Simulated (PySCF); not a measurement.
Rh- (rhodium, charge -1) across methods

[Kr] 4d8 5s2, high-spin 3F determinant. Computed with PySCF 2.14 in def2-TZVPPD with the def2 core potential (28 electrons) (6s4p3d2f1g, 56 functions), with a scalar-relativistic core potential.

| method | E (hartree) | mean ε 4d β (eV) | mean ε 5s α (eV) | mean ε 5s β (eV) | Σ⟨r²⟩ (bohr²) | ⟨S²⟩ |
| --- | --- | --- | --- | --- | --- | --- |
| M06-2X | -110.4241 | -2.202 | 0.347 | 0.621 | 72.43 | 2.006 |
| PBEsol | -110.3731 | 1.214 | 1.091 | 1.464 | 69.09 | 2.007 |
| UHF | -109.73222 | -4.535 | -0.418 | 0.145 | 73.94 | 2.014 |
| r2SCAN | -110.5566 | 0.995 | 0.982 | 1.307 | 69.04 | 2.009 |
| M06 | -110.5227 | -0.470 | 0.279 | 0.749 | 70.85 | 2.009 |
| PBE0 | -110.5076 | -0.405 | 0.562 | 0.954 | 69.94 | 2.007 |
| B3LYP | -110.5694 | -0.094 | 0.683 | 0.995 | 69.68 | 2.005 |
| LDA | -110.3097 | 1.155 | 0.952 | 1.297 | 68.74 | 2.005 |

(1) Estimate the same row for PBE.

Energies and moments cover only the electrons outside the core potential. At M06-2X the highest occupied level has a positive energy, so only the finite basis holds that electron; in a semilocal or global hybrid functional this comes from self-interaction and does not mean that the real anion is unbound.

The highest occupied level is positive at M06-2X, PBEsol, UHF, PBE, r2SCAN, M06, PBE0, B3LYP, LDA: only the finite basis holds that electron, at UHF too, so the state is unbound at these levels.

Results:

(1) E (hartree) = -110.5378; mean ε 4d β (eV) = 1.167; mean ε 5s α (eV) = 1.132; mean ε 5s β (eV) = 1.493; Σ⟨r²⟩ (bohr²) = 69.37; ⟨S²⟩ = 2.006.
